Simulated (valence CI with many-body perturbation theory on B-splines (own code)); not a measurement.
## E1 line list for Ba XLIV

Calculated by configuration interaction combined with many-body perturbation theory (CI+MBPT): three valence electrons over a frozen Dirac-Fock core [Ne], a basis of 11 s, 11 p, 10 d, 8 f, 5 g, 2 h functions for each j, with the one-electron correlation potential Σ1 (screened to all orders), the two-electron term Σ2, the three-electron term Σ3, Breit, model QED; selected single and double excitations, second order for the rest, scaled by the run's own slope (own B-spline code, finite nucleus).

No measured spectrum was set against this ion. As an estimate, large intervals hold to a few tenths of a per cent, small ones and those within an open d or f shell to about a per cent.

Lines 201 to 250 of 576 in falling wavelength, among levels below 1648.1 eV, chosen from the strongest by gf and those to the six lowest levels. Wavelengths and rates use the calculated energies. Electric multipoles are in the length gauge, E1 and E2 with the static RPA response of the core. Weak lines are less certain than strong ones. Lines between different terms over intervals too small for the method are left out, as are lines whose strength nearly cancels. The highest levels of a list are the least certain.

Levels are named by their leading jj configuration (3d3/2^4 stands for four electrons in 3d with j = 3/2), which in mixed levels can hold well under half, so a name can repeat and another be missing. Letters in brackets count levels of one name in rising energy.

| λ vac (Å) | Upper | Lower | A (s⁻¹) | S (a.u.) |
| --- | --- | --- | --- | --- |
| 66.07 | (3s 3p1/2 3d5/2) J=3/2 | (3s 3p1/2 3p3/2) J=5/2 | 2.69e+10 | 1.53e-02 |
| 66.03 | (3s 3d5/2^2) J=3/2 | (3s 3p3/2 3d3/2) J=3/2 [b] | 5.42e+10 | 3.08e-02 |
| 66.01 | (3d3/2 3d5/2^2) J=5/2 [b] | (3p3/2 3d3/2 3d5/2) J=5/2 [b] | 7.08e+10 | 6.03e-02 |
| 65.82 | (3p3/2 3d3/2 3d5/2) J=7/2 [a] | (3s 3d3/2 3d5/2) J=7/2 [b] | 2.58e+10 | 2.91e-02 |
| 65.78 | (3p3/2 3d3/2 3d5/2) J=5/2 [c] | (3p3/2^2 3d3/2) J=3/2 [a] | 8.07e+10 | 6.80e-02 |
| 65.75 | (3d3/2 3d5/2^2) J=7/2 [b] | (3p3/2 3d3/2 3d5/2) J=7/2 [b] | 5.57e+10 | 6.25e-02 |
| 65.41 | (3s 3d5/2^2) J=5/2 | (3s 3p3/2 3d5/2) J=5/2 [a] | 1.52e+11 | 1.26e-01 |
| 65.14 | (3p3/2 3d3/2 3d5/2) J=3/2 [c] | (3p3/2^2 3d3/2) J=5/2 | 3.71e+10 | 2.03e-02 |
| 65.12 | (3p1/2 3p3/2 3d5/2) J=3/2 [b] | (3p1/2 3p3/2^2) J=5/2 | 3.90e+10 | 2.13e-02 |
| 65.03 | (3d3/2 3d5/2^2) J=11/2 | (3p3/2 3d3/2 3d5/2) J=11/2 | 1.41e+10 | 2.29e-02 |
| 65.01 | (3p3/2 3d3/2 3d5/2) J=7/2 [c] | (3s 3d5/2^2) J=5/2 | 4.28e+10 | 4.64e-02 |
| 64.96 | (3d5/2^3) J=3/2 | (3p3/2 3d5/2^2) J=5/2 [a] | 8.41e+10 | 4.55e-02 |
| 64.93 | (3s 3p3/2 3d5/2) J=7/2 [b] | (3s 3p3/2^2) J=5/2 | 2.59e+11 | 2.80e-01 |
| 64.81 | (3p3/2 3d5/2^2) J=7/2 [b] | (3p3/2^2 3d5/2) J=7/2 | 1.23e+11 | 1.32e-01 |
| 64.75 | (3p3/2 3d3/2^2) J=7/2 | (3s 3d3/2 3d5/2) J=5/2 [a] | 2.57e+10 | 2.76e-02 |
| 64.74 | (3s 3d3/2 3d5/2) J=7/2 [b] | (3s 3p3/2 3d3/2) J=7/2 | 4.59e+10 | 4.92e-02 |
| 64.53 | (3p3/2 3d3/2 3d5/2) J=1/2 [a] | (3s 3d3/2 3d5/2) J=1/2 | 8.03e+10 | 2.13e-02 |
| 64.41 | (3s 3d3/2 3d5/2) J=5/2 [b] | (3s 3p3/2 3d3/2) J=7/2 | 3.46e+10 | 2.74e-02 |
| 64.40 | (3p3/2 3d5/2^2) J=5/2 [a] | (3s 3d5/2^2) J=7/2 | 5.41e+10 | 4.28e-02 |
| 64.19 | (3p3/2 3d5/2^2) J=5/2 [b] | (3p3/2^2 3d5/2) J=7/2 | 7.98e+10 | 6.25e-02 |
| 64.02 | (3p3/2^2 3d5/2) J=9/2 | (3s 3p3/2 3d5/2) J=7/2 [b] | 2.77e+11 | 3.58e-01 |
| 63.98 | (3p3/2^2 3d3/2) J=3/2 [a] | (3s 3p3/2 3d3/2) J=3/2 [b] | 5.91e+10 | 3.06e-02 |
| 63.94 | (3s 3d3/2 3d5/2) J=7/2 [b] | (3s 3p3/2 3d3/2) J=5/2 [a] | 2.85e+10 | 2.94e-02 |
| 63.62 | (3s 3d3/2 3d5/2) J=5/2 [b] | (3s 3p3/2 3d3/2) J=5/2 [a] | 7.98e+10 | 6.09e-02 |
| 63.60 | (3s 3d3/2 3d5/2) J=3/2 [b] | (3s 3p3/2 3d3/2) J=3/2 [a] | 4.48e+10 | 2.27e-02 |
| 63.51 | (3p3/2^2 3d3/2) J=3/2 [b] | (3s 3p3/2 3d5/2) J=1/2 | 8.22e+10 | 4.15e-02 |
| 63.36 | (3p3/2 3d5/2^2) J=3/2 [b] | (3p3/2^2 3d5/2) J=1/2 | 1.17e+11 | 5.86e-02 |
| 63.15 | (3p3/2^2 3d3/2) J=5/2 | (3s 3p3/2 3d3/2) J=5/2 [b] | 2.60e+10 | 1.94e-02 |
| 63.00 | (3s 3d5/2^2) J=1/2 | (3s 3p3/2 3d3/2) J=3/2 [b] | 1.07e+11 | 2.64e-02 |
| 62.99 | (3p3/2 3d3/2 3d5/2) J=11/2 | (3s 3d3/2 3d5/2) J=9/2 | 2.06e+11 | 3.05e-01 |
| 62.81 | (3s 3p1/2 3d5/2) J=5/2 [b] | (3s 3p1/2 3p3/2) J=3/2 [a] | 1.09e+10 | 7.99e-03 |
| 62.80 | (3s 3d5/2^2) J=9/2 | (3s 3p3/2 3d5/2) J=9/2 | 9.88e+10 | 1.21e-01 |
| 62.75 | (3p3/2 3d3/2^2) J=7/2 | (3s 3d3/2 3d5/2) J=7/2 [a] | 3.25e+10 | 3.17e-02 |
| 62.65 | (3p3/2^2 3d5/2) J=1/2 | (3s 3p3/2 3d5/2) J=3/2 [b] | 3.14e+11 | 7.62e-02 |
| 62.57 | (3p3/2 3d5/2^2) J=1/2 | (3s 3d5/2^2) J=3/2 | 1.18e+11 | 2.85e-02 |
| 62.54 | (3s 3p3/2 3d5/2) J=5/2 [a] | (3s^2 3d5/2) J=5/2 | 1.37e+11 | 9.92e-02 |
| 62.41 | (3p3/2^2 3d3/2) J=5/2 | (3s 3p3/2 3d3/2) J=3/2 [b] | 1.06e+11 | 7.66e-02 |
| 62.39 | (3p3/2 3d3/2 3d5/2) J=7/2 [a] | (3s 3d3/2 3d5/2) J=5/2 [a] | 1.06e+11 | 1.02e-01 |
| 62.32 | (3d5/2^3) J=5/2 | (3p3/2 3d5/2^2) J=7/2 [a] | 2.69e+10 | 1.93e-02 |
| 62.23 | (3p3/2 3d3/2 3d5/2) J=5/2 [b] | (3s 3d3/2 3d5/2) J=5/2 [b] | 6.68e+10 | 4.77e-02 |
| 62.15 | (3s 3p1/2 3d5/2) J=3/2 | (3s 3p1/2 3p3/2) J=3/2 [a] | 5.85e+10 | 2.77e-02 |
| 62.12 | (3p3/2^2 3d5/2) J=5/2 [a] | (3s 3p3/2 3d5/2) J=3/2 [b] | 1.64e+11 | 1.17e-01 |
| 62.08 | (3p3/2 3d3/2 3d5/2) J=5/2 [b] | (3s 3d3/2 3d5/2) J=3/2 [b] | 2.79e+10 | 1.98e-02 |
| 61.89 | (3p3/2 3d3/2 3d5/2) J=3/2 [a] | (3s 3d3/2 3d5/2) J=5/2 [b] | 4.34e+10 | 2.03e-02 |
| 61.88 | (3p3/2 3d3/2 3d5/2) J=7/2 [b] | (3s 3d3/2 3d5/2) J=5/2 [b] | 9.52e+10 | 8.90e-02 |
| 61.83 | (3p1/2 3p3/2 3d5/2) J=3/2 [a] | (3s 3p1/2 3d5/2) J=3/2 | 1.18e+11 | 5.51e-02 |
| 61.74 | (3p3/2 3d3/2 3d5/2) J=3/2 [a] | (3s 3d3/2 3d5/2) J=3/2 [b] | 9.76e+10 | 4.54e-02 |
| 61.74 | (3p3/2 3d5/2^2) J=7/2 [a] | (3s 3d5/2^2) J=5/2 | 8.64e+10 | 8.03e-02 |
| 61.72 | (3p3/2 3d5/2^2) J=7/2 [b] | (3p3/2^2 3d3/2) J=7/2 | 2.09e+10 | 1.94e-02 |
| 61.66 | (3p3/2 3d3/2 3d5/2) J=5/2 [c] | (3s 3d5/2^2) J=5/2 | 8.15e+10 | 5.66e-02 |
